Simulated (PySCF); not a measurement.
Electron correlation in Al (aluminium, neutral)

[Ne] 3s1 3p1 4s1, high-spin 4P determinant (an excited configuration). Calculation: PySCF 2.14, in x2c-QZVPPall with one added diffuse shell each of s, p, d, f type (10s7p5d3f1g, 86 functions); scalar relativity by spin-free X2C-1e. Frozen: 1s2; 11 electrons correlated.

```tsv
level	correlation energy (mhartree)
CCSD	-177.06
(T)	-1.63
CCSD(T)	-178.69
```

Diagnostics: T1 = 0.012, D1 = 0.0520, largest double amplitude 0.039.

The outer electron is Rydberg-like, and this basis confines it to a smaller radius and binds it less than a complete one would.

Cost of the coupled-cluster step: roughly 50 core-seconds, for 11 correlated electrons.

Iterations:

```
CC2 = 0
CCSD nocc = (np.int64(7), np.int64(4)), nmo = (85, 85)
frozen orbitals [[0], [0]]
max_cycle = 100
direct = 0
conv_tol = 1e-08
conv_tol_normt = 1e-06
diis_space = 8
diis_start_cycle = 0
Init t2, MP2 energy = -0.169556370239128
Init E_corr(UCCSD) = -0.169556370243261
cycle = 1  E_corr(UCCSD) = -0.17378117185494  dE = -0.00422480161  norm(t1,t2) = 0.0393667
cycle = 2  E_corr(UCCSD) = -0.175867707034061  dE = -0.00208653518  norm(t1,t2) = 0.0196856
cycle = 3  E_corr(UCCSD) = -0.177047445767193  dE = -0.00117973873  norm(t1,t2) = 0.0112798
cycle = 4  E_corr(UCCSD) = -0.176999124026167  dE = 4.8321741e-05  norm(t1,t2) = 0.00427173
cycle = 5  E_corr(UCCSD) = -0.176941066911565  dE = 5.80571146e-05  norm(t1,t2) = 0.00311607
cycle = 6  E_corr(UCCSD) = -0.177022370463602  dE = -8.1303552e-05  norm(t1,t2) = 0.00197244
cycle = 7  E_corr(UCCSD) = -0.177073084385166  dE = -5.07139216e-05  norm(t1,t2) = 0.01686
cycle = 8  E_corr(UCCSD) = -0.177048868393111  dE = 2.42159921e-05  norm(t1,t2) = 0.000532629
cycle = 9  E_corr(UCCSD) = -0.177053508119714  dE = -4.6397266e-06  norm(t1,t2) = 0.000202489
cycle = 10  E_corr(UCCSD) = -0.177056522678675  dE = -3.01455896e-06  norm(t1,t2) = 8.03853e-05
cycle = 11  E_corr(UCCSD) = -0.177056289456078  dE = 2.33222598e-07  norm(t1,t2) = 2.49662e-05
cycle = 12  E_corr(UCCSD) = -0.177056098096968  dE = 1.9135911e-07  norm(t1,t2) = 7.76774e-06
cycle = 13  E_corr(UCCSD) = -0.177056117707079  dE = -1.96101114e-08  norm(t1,t2) = 2.2911e-05
cycle = 14  E_corr(UCCSD) = -0.177056138706797  dE = -2.09997182e-08  norm(t1,t2) = 1.35418e-05
cycle = 15  E_corr(UCCSD) = -0.177056136480442  dE = 2.22635493e-09  norm(t1,t2) = 1.44694e-06
cycle = 16  E_corr(UCCSD) = -0.177056138218806  dE = -1.73836354e-09  norm(t1,t2) = 3.85829e-06
cycle = 17  E_corr(UCCSD) = -0.177056131773232  dE = 6.44557357e-09  norm(t1,t2) = 2.27075e-06
cycle = 18  E_corr(UCCSD) = -0.177056129369657  dE = 2.40357548e-09  norm(t1,t2) = 5.15414e-07
UCCSD converged
E(UCCSD) = -242.2593925445496  E_corr = -0.1770561293696568
UCCSD(T) correction = -0.00162916998972709
```

This basis was not built for core-valence correlation, so the inner-shell part is incomplete.
